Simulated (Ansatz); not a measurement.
`C[Si](C)(C)[Si](C)(C)[Si](C)(C)[Si](C)(C)[Si](C)(C)[Si](C)(C)[Si](C)(C)[Si](C)(C)[Si](C)(C)[Si](C)(C)C` with charge -1. Charge -1, multiplicity 2. Geometry r2SCAN-D4/def2-SVP, that of the neutral singlet.

Cartesian coordinates in Å:
```
C 3.750 2.344 7.838
Si 3.055 2.570 6.089
C 1.294 3.246 6.227
C 4.131 3.851 5.204
Si 3.148 0.460 5.019
C 4.801 0.318 4.086
C 3.132 -0.871 6.384
Si 1.363 -0.039 3.556
C 1.466 -1.903 3.180
C -0.295 0.316 4.413
Si 1.602 1.154 1.541
C 2.995 0.351 0.528
C 2.145 2.937 1.935
Si -0.400 1.368 0.307
C 0.005 2.321 -1.290
C -1.550 2.477 1.349
Si -1.669 -0.557 -0.200
C -2.275 -1.344 1.424
C -3.221 0.056 -1.119
Si -0.680 -2.260 -1.501
C 1.101 -2.635 -0.947
C -1.712 -3.833 -1.202
Si -0.549 -1.825 -3.819
C 0.611 -3.170 -4.516
C 0.301 -0.154 -4.131
Si -2.593 -1.973 -5.011
C -4.022 -2.653 -3.957
C -2.320 -3.200 -6.443
Si -3.253 0.063 -6.005
C -1.950 0.629 -7.256
C -3.547 1.457 -4.760
C -4.872 -0.253 -6.937
H 3.763 3.305 8.381
H 4.784 1.962 7.813
H 3.147 1.633 8.426
H 0.623 2.538 6.742
H 0.863 3.452 5.233
H 1.286 4.191 6.797
H 5.164 3.489 5.072
H 4.176 4.781 5.797
H 3.735 4.110 4.210
H 5.654 0.422 4.779
H 4.901 1.102 3.318
H 4.896 -0.660 3.584
H 3.236 -1.880 5.951
H 2.192 -0.848 6.960
H 3.963 -0.721 7.094
H 1.327 -2.500 4.097
H 0.690 -2.212 2.459
H 2.445 -2.171 2.749
H -0.350 -0.191 5.391
H -1.137 -0.046 3.801
H -0.440 1.394 4.586
H 3.108 0.837 -0.456
H 2.807 -0.720 0.358
H 3.956 0.442 1.061
H 3.136 2.928 2.419
H 2.224 3.549 1.021
H 1.443 3.440 2.620
H 0.730 1.780 -1.917
H -0.904 2.488 -1.893
H 0.433 3.309 -1.052
H -1.830 1.995 2.300
H -1.055 3.433 1.590
H -2.478 2.712 0.801
H -1.447 -1.744 2.031
H -2.969 -2.175 1.213
H -2.816 -0.604 2.039
H -3.952 -0.763 -1.226
H -3.717 0.873 -0.569
H -2.977 0.423 -2.129
H 1.174 -2.750 0.148
H 1.456 -3.571 -1.409
H 1.790 -1.830 -1.248
H -2.785 -3.655 -1.374
H -1.394 -4.653 -1.868
H -1.590 -4.180 -0.162
H 0.734 -3.060 -5.607
H 0.224 -4.184 -4.324
H 1.610 -3.097 -4.055
H 1.244 -0.082 -3.562
H 0.548 -0.038 -5.199
H -0.335 0.696 -3.836
H -4.233 -2.008 -3.090
H -4.942 -2.721 -4.561
H -3.791 -3.663 -3.582
H -3.244 -3.328 -7.032
H -1.529 -2.856 -7.130
H -2.024 -4.193 -6.064
H -1.730 -0.160 -7.994
H -2.306 1.514 -7.811
H -1.003 0.902 -6.763
H -2.628 1.714 -4.209
H -3.890 2.369 -5.279
H -4.318 1.185 -4.020
H -4.753 -1.044 -7.697
H -5.210 0.660 -7.457
H -5.679 -0.565 -6.254
```

Single mean-field runs in def2-SVP are fitted with def2-universal-jkfit. At PBE-D4/def2-SVP, PBE0-D4/def2-SVP the highest occupied level of the charge -1 doublet lies above zero (up to 1.96 eV). By energy differences it is unbound by 0.60 eV (vertical, to the charge 0 singlet, at PBE-D4/def2-SVP) and held by the finite basis. At PBE-D4/def2-SVP the gap within one spin of the charge -1 doublet nearly closes, so an electron or hole may be smeared out by delocalisation error.

Q: Estimate the α-spin orbital energies around the gap (eV) in Ansatz with PBE-D4/def2-SVP, PBE0-D4/def2-SVP.

A: 
```csv
orbital,PBE-D4/def2-SVP,PBE0-D4/def2-SVP
HOMO−5,-3.23,-4.38
HOMO−4,-3.13,-4.23
HOMO−3,-2.81,-3.85
HOMO−2,-2.50,-3.49
HOMO−1,-2.38,-3.36
HOMO,1.96,1.88
LUMO,2.09,2.62
LUMO+1,2.14,2.85
LUMO+2,2.26,3.01
LUMO+3,2.40,3.17
LUMO+4,2.56,3.30
LUMO+5,2.68,3.44
β HOMO,-2.33,-3.28
β LUMO,2.13,2.89
```
